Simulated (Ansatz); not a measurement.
VTe₄, relaxed as a doublet with UKS PBE-D4/def2-SVP in Ansatz, starting from the GFN1-xTB geometry. Force threshold 0.02 eV/Å.

In the def2 sets Te takes a core potential; there is no spin–orbit coupling. The charge 0 doublet is spin-contaminated (final ⟨S²⟩ up to 0.93, 0.75 for a pure state). The structure comes from a short search, and lower isomers may exist.

Start:

```tsv
atom	x (Å)	y (Å)	z (Å)
V1	0.4527	0.8441	0.9410
Te2	-0.4624	-1.3375	1.8410
Te3	-0.1763	0.5698	-1.9778
Te4	-2.0095	-0.1853	-0.0768
Te5	2.1954	0.1089	-0.7273
```

Problem. Estimate the energy that the relaxation releases and the steps that it takes.

Solution. 148.8 kJ/mol, in 13 steps; 46 s on 4 threads of Arm Neoverse V2 on a shared host. No frequencies were taken in this run, so the end may be a saddle point.

Problem. Does the start keep its bonding?

Solution. Bonds lost: Te2–Te4 (atoms count from 1). The end is the same structure that another start reached.

Problem. Predict the relaxed structure.

Solution. 
```tsv
atom	x (Å)	y (Å)	z (Å)
V1	0.007	0.276	0.724
Te2	0.090	-1.113	2.676
Te3	-0.081	1.263	-1.929
Te4	-2.064	-0.279	-0.693
Te5	2.048	-0.147	-0.779
```
Bond lengths: 4 × Te–V 2.40 to 2.83 Å; 2 × Te–Te 2.80 Å.
